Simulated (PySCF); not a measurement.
How methods differ on the excitation energy of Cr

Cr [Ar] 3d5 4s1 (7S) → Cr [Ar] 3d5 4p1 (7P), as a difference of total energies. Computed with PySCF 2.14 in aug-cc-pVTZ (8s7p5d3f2g, 93 functions), with no relativity, point nucleus. Correlated levels: valence: [Ar] frozen. The calculations carry no spin-orbit coupling.

```csv
method,excitation energy (cm⁻¹),difference from reference (cm⁻¹)
UHF,20970,-2445
MP2 (valence),22904,-511
SCS-MP2 (valence),21615,-1800
CCSD (valence),22490,-925
CCSD(T) (valence),22466,-949
```

Reference: 23415 cm⁻¹ (measured; NIST levels, between the centres of gravity of the two terms).

These non-relativistic numbers lack the scalar-relativistic shift.

Errors of the correlated levels include the incompleteness of this basis and the frozen core.

The coupled-cluster amplitudes are large for the upper state (T1 above 0.03 or a double amplitude above 0.15), so a single reference is strained.
